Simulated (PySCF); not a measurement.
Molecule: SMILES FC1CCCCC1, C6H11F.

Structure with atom numbers: `[F:1][CH:2]1[CH2:3][CH2:4][CH2:5][CH2:6][CH2:7]1` (H(Xn): hydrogen on atom n). Ha(C3), Ha(C4), Ha(C5), Ha(C6), Ha(C7) are cis to F1 on the ring; Hb(C3), Hb(C4), Hb(C5), Hb(C6), Hb(C7) are trans to F1 on the ring.

Geometry PBE0-D3(BJ)/def2-SVP throughout; GIAO in PySCF 2.14, gas phase, one conformer, non-relativistic; equivalent atoms averaged; functional PBE0.

Q: How do the shifts δ (against CFCl3, TMS at the same level) depend on the basis set? (a selection of nuclei; ppm; last column core-seconds on shared hosts with different chips, so compare them loosely)

A: 
```csv
basis set,functions,F1,C2,C3/C7,C4/C6,Ha(C3)/Ha(C7),Hb(C4)/Hb(C6),Ha(C4)/Ha(C6),Hb(C3)/Hb(C7),Hb(C5),core-s
STO-3G,46,-130.6,62.5,26.1,25.0,1.08,0.86,0.85,0.58,0.57,4.6
pcSseg-0,85,-232.8,89.6,33.3,20.8,1.88,1.23,1.85,1.10,1.04,14
6-31G,85,-219.8,83.7,31.9,21.5,1.99,1.37,2.12,1.34,1.37,11
6-31G*,120,-201.5,82.8,31.1,21.2,1.90,1.37,1.92,1.26,1.32,15
cc-pVDZ,153,-195.7,85.6,33.8,23.3,1.81,1.29,1.67,1.11,1.10,32
def2-SVP,153,-190.0,83.9,30.9,20.7,1.72,1.18,1.58,0.99,0.98,30
pcSseg-1,174,-210.7,88.1,33.4,22.4,1.90,1.33,1.74,1.12,1.10,29
"6-311+G(2d,p)",255,-210.7,87.7,33.3,22.4,1.93,1.40,1.75,1.26,1.19,50
aug-cc-pVDZ,260,-197.7,85.3,33.3,22.9,2.01,1.48,1.81,1.37,1.27,68
def2-TZVP,283,-208.0,89.8,34.1,23.2,1.92,1.40,1.76,1.30,1.22,83
```

Q: Which nucleus among those listed moves most, in ppm?

A: F1 (fluorine on an sp3 carbon): from -232.8 ppm with pcSseg-0 to -130.6 ppm with STO-3G. The smallest spread is 0.62 ppm, at Hb(C4)/Hb(C6). Proton shifts span only some 12 ppm, so a few tenths of a ppm matter as much there as several ppm in carbon.

Q: Taking the largest basis, def2-TZVP (283 functions), as the yardstick, rank the others by their worst heavy-atom deviation.

A: pcSseg-1 2.6 ppm (174 functions), 6-311+G(2d,p) 2.6 ppm (255 functions), 6-31G* 7.0 ppm (120 functions), aug-cc-pVDZ 10.4 ppm (260 functions), 6-31G 11.8 ppm (85 functions), cc-pVDZ 12.3 ppm (153 functions), def2-SVP 18.0 ppm (153 functions), pcSseg-0 24.8 ppm (85 functions), STO-3G 77.5 ppm (46 functions).

A small basis that lands close on one nucleus may do so by chance; judge by the trend and by all nuclei.
